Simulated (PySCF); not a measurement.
Shieldings and the share of exact exchange

Molecule: SMILES P[SiH2]CO[SiH3], CH9OPSi2.

Bonds (- single, = double, # triple, : aromatic): Si1-O2 1.669 Å, O2-C3 1.413 Å, C3-Si4 1.899 Å, Si4-P5 2.261 Å. Si1 carries H6, H7, H8; C3 carries H9, H10; Si4 carries H11, H12; P5 carries H13, H14.

GIAO shieldings (ppm, equivalent atoms averaged) in PySCF 2.14.0 with density-fitted response routines on the PBE0-D3(BJ)/def2-SVP geometry, basis pcSseg-1, gas phase, non-relativistic:

| functional | exact exchange (%) | σ(Si1) | σ(Si4) | σ(O2) | σ(C3) |
| --- | --- | --- | --- | --- | --- |
| BLYP | 0 | 355.1 | 363.4 | 321.7 | 115.2 |
| BP86 | 0 | 358.5 | 374.2 | 328.5 | 120.3 |
| PBE | 0 | 359.4 | 376.0 | 327.8 | 120.7 |
| B3LYP | 20 | 367.7 | 376.3 | 334.9 | 121.9 |
| PBE0 | 25 | 375.8 | 391.3 | 342.8 | 128.5 |
| BHandHLYP | 50 | 387.9 | 395.3 | 350.0 | 130.4 |
| HF | 100 | 425.3 | 428.5 | 369.0 | 143.0 |

Q: Fit each shielding as a line in the percentage of exact exchange.

A: σ(Si1) = 357.0 + 0.67 x (rms 2.1 ppm); σ(Si4) = 370.7 + 0.56 x (rms 5.1 ppm); σ(O2) = 327.1 + 0.43 x (rms 2.9 ppm); σ(C3) = 119.0 + 0.24 x (rms 2.2 ppm). The functionals also differ in their semilocal parts, which the line can't hold; Hartree–Fock has no correlation at all.

Q: What does the line predict for mPW1PW91 (25 %), and what does the run give?

A: σ(Si1): 373.8 predicted, 374.8 computed; σ(Si4): 384.7 predicted, 389.1 computed; σ(O2): 337.9 predicted, 342.4 computed; σ(C3): 125.0 predicted, 127.8 computed ppm.
